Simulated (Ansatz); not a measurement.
`S[SiH2][TeH]` + `C=N` → `C=N[SiH2]S` + H₂Te at 500 K and 1 bar (ligand exchange at the Si–Te bond).

Isolated molecules relaxed with PBE0-D4/def2-TZVP in Ansatz; ΔE leaves out vibrations. CCSD(T)/CBS is the MP2 limit (def2-TZVPP, def2-QZVPP) plus CCSD(T) − MP2 in def2-TZVPP, frozen cores. This one scheme is used for every species. def2 core potentials past Kr. For Te outer-core shells are correlated without core-valence functions, which leaves a few kJ/mol of doubt a bond. Each species was taken in one conformer, which may not be the lowest.

| species | CCSD(T)/CBS energy (Eh) | H − E (kJ/mol) | S (J/(mol·K)) |
| --- | --- | --- | --- |
| `S[SiH2][TeH]` | -957.02579 | 127.8 | 395.6 |
| `C=N` | -94.52360 | 124.2 | 249.5 |
| `C=N[SiH2]S` | -782.63012 | 192.1 | 385.0 |
| H₂Te | -268.91024 | 48.9 | 247.6 |

H − E and S are ideal-gas, rigid-rotor, harmonic terms from PBE0-D4/def2-TZVP, for one conformer and one mirror image of each species. 1 Eh = 2625.50 kJ/mol, R = 8.31446 J/(mol·K).

Q: By hand: ΔE, ΔH, ΔS and ΔG.

A: ΔE = (-782.63012) + (-268.91024) − (-957.02579) − (-94.52360) = 0.00903 Eh = 23.7 kJ/mol. Δ(H − E) = 192.1 + 48.9 − 127.8 − 124.2 = -11.0, so ΔH = 12.7 kJ/mol. ΔS = 385.0 + 247.6 − 395.6 − 249.5 = -12.5 J/(mol·K). ΔG = 12.7 − 500 × (-12.5)/1000 = 18.9 kJ/mol.

Q: By hand: the equilibrium constant, and the temperature at which ΔG would vanish if ΔH and ΔS stayed fixed.

A: log₁₀ K = −ΔG/(RT ln 10) = -2.0. ΔH and −TΔS have one sign here, so there is no such temperature.

TΔS isn't small against ΔH here. A doubt of 5 kJ/mol in ΔE shifts log₁₀ K by 0.5 here. Other conformers and mirror images would add mixing entropy, several J/(mol·K) or more a flexible species. These are equilibria of isolated gas molecules and say nothing of rates. Largest T1 diagnostic: 0.013 (customary marks: 0.02 for closed shells, 0.045 for open ones).

ΔS is within the doubt of such terms, so its sign, and with it that verdict, could turn.
